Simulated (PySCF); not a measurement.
BH₂, SMILES [BH2] (connectivity only; charge and spin as stated), charge +1, multiplicity 1.

The structure is a stationary point at PBE0-D3(BJ)/def2-TZVPD. The spin state was assumed, not searched. The isomer is the one that the SMILES or the coordinates give; other isomers of the formula were not compared.

Computed with TDA-PBE/def2-TZVPD in PySCF.

Vertical excitations; the highest root listed may be one member of a degenerate set. Gas-phase values at a fixed geometry. State labels are in the subgroup D2h.

```csv
state,symmetry,energy (eV),λ (nm),f,main pairs
S1,B3g,7.08,175,0.000,HOMO→LUMO (degenerate set)
S2,B2g,7.08,175,0.000,HOMO→LUMO+1 (degenerate set)
S3,B2u,11.00,113,0.312,HOMO−1→LUMO (degenerate set)
S4,B3u,11.00,113,0.312,HOMO−1→LUMO+1 (degenerate set)
S5,B1u,13.94,89,0.632,"HOMO→LUMO+2 68 %, HOMO→LUMO+3 30 %"
S6,B1u,15.19,82,0.243,"HOMO→LUMO+3 68 %, HOMO→LUMO+2 27 %"
S7,Ag,15.48,80,0.000,"HOMO→LUMO+4 51 %, HOMO−1→LUMO+2 45 %"
S8,Ag,16.31,76,0.000,"HOMO−1→LUMO+2 49 %, HOMO→LUMO+4 37 %"
S9,B3g,16.71,74,0.000,HOMO→LUMO+7 (degenerate set)
S10,B2g,16.71,74,0.000,HOMO→LUMO+8 (degenerate set)
T1,B3g,6.01,206,0,HOMO→LUMO (degenerate set)
T2,B2g,6.01,206,0,HOMO→LUMO+1 (degenerate set)
T3,B2u,7.74,160,0,HOMO−1→LUMO (degenerate set)
T4,B3u,7.74,160,0,HOMO−1→LUMO+1 (degenerate set)
```
Triplets are in the Tamm–Dancoff approximation.
